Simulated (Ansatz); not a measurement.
The cluster Ta2S2⁺, relaxed as a doublet with UKS r2SCAN-D4/def2-SVP in Ansatz, starting from the GFN1-xTB geometry. Force threshold 0.02 eV/Å.

In the def2 sets Ta takes a core potential; there is no spin–orbit coupling. The charge 1 doublet is spin-contaminated (final ⟨S²⟩ up to 1.27, 0.75 for a pure state). Another isomer (doublet) lies 0.08 eV lower at PBE0-D4/def2-TZVP; other spin states weren't run for this one.

Start:

```xyz
4

Ta   -0.198   -0.413   -1.221
Ta    0.196    0.411    1.216
S     1.808   -0.551   -2.101
S    -1.805    0.553    2.107
```

```tsv
step	energy (eV)	largest force component (eV/Å)	SCF passes
1	-24758.7926	1.633	198
2	-24759.3454	0.821	134
3	-24759.6729	1.080	137
4	-24760.0180	1.404	157
5	-24760.4238	1.440	167
6	-24760.8982	1.968	121
7 (rejected)	-24760.6767	1.693	73
8	-24760.9520	1.342	69
9	-24761.1028	0.387	61
10	-24761.1891	0.394	57
11	-24761.2051	0.220	54
12	-24761.2076	0.202	54
13	-24761.2120	0.041	53
14	-24761.2121	0.005	50
```

Force components are those of the run's own axes.

End:

```csv
atom,x (Å),y (Å),z (Å)
Ta1,-0.833,-0.064,-0.957
Ta2,0.762,0.604,0.745
S3,1.479,-0.566,-1.129
S4,-1.408,0.026,1.341
```

Bonds formed: Ta1–S4, Ta2–S3 (atoms count from 1).

No frequencies were taken in this run, so the end may be a saddle point.

It took 2.8 min on 4 threads of Arm Neoverse V2 on a shared host.
